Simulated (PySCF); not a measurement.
Compound: C6H8NO2P.
Cartesian coordinates in Å at the GFN2-xTB level; atoms count from 1:
```
atom  x, y, z in Å
C1     2.5397   -1.0817    0.2710
P2     1.6305    0.2444   -0.5915
O3     1.8400    0.3419   -2.0415
O4     2.1388    1.5409    0.2026
C5    -0.1431    0.1399   -0.1594
C6    -0.8714   -1.0137    0.0718
C7    -2.2353   -0.8899    0.2860
C8    -2.8060    0.3726    0.2473
C9    -1.9843    1.4620   -0.0045
N10   -0.6833    1.3495   -0.2024
H11    2.2771   -2.0392   -0.1705
H12    2.3218   -1.0782    1.3338
H13    3.5990   -0.8979    0.1083
H14    1.8385    2.3159   -0.2793
H15   -0.3805   -1.9746    0.0828
H16   -2.8435   -1.7624    0.4772
H17   -3.8644    0.5092    0.4054
H18   -2.3825    2.4675   -0.0486
```

Computed at PBE0/pcSseg-1 (PySCF, non-relativistic), with Q(17O) = −0.0256 b, Q(14N) = 0.02044 b: O3, 17O (I = 5/2): χzz = -4.510 MHz, η = 0.275; O4, 17O (I = 5/2): χzz = -8.702 MHz, η = 0.904; N10, 14N (I = 1): χzz = -5.382 MHz, η = 0.362.

Where would the pure quadrupole (NQR) lines of 17O at O3 fall for the rigid, isolated species?

From the eigenvalues of H = χ/[4I(2I − 1)] × [3Iz² − I(I + 1) + η(Ix² − Iy²)], steps between neighbouring levels, labelled as for η = 0: ±1/2↔±3/2 0.730 MHz, ±3/2↔±5/2 1.333 MHz (phosphoryl oxygen).

Where would the pure quadrupole (NQR) lines of 17O at O4 fall for the rigid, isolated species?

From the eigenvalues of H = χ/[4I(2I − 1)] × [3Iz² − I(I + 1) + η(Ix² − Iy²)], steps between neighbouring levels, labelled as for η = 0: ±1/2↔±3/2 2.160 MHz, ±3/2↔±5/2 2.338 MHz (hydroxyl oxygen).

Find the zero-field quadrupole resonance frequencies of 14N at N10.

From ν± = (3/4)|χ|(1 ± η/3) and ν0 = |χ|η/2: ν+ 4.524 MHz, ν− 3.549 MHz, ν0 0.974 MHz (pyridine-type nitrogen).

In a crystal, neighbours and librations shift these lines. GFN2-xTB bond lengths can be off by several hundredths of an ångström, more for odd bonds, and the gradients follow them. The basis is small and wasn't made for field gradients, so the couplings can be 20 % off.

The run behind these numbers computed NMR shieldings as well. The run took 32 s on one thread of an Arm Neoverse V2, shared host with 32 logical CPUs at a one-minute load of 7.4, and the process peaked at 0.96 GiB of memory.

One conformer stands for the species.
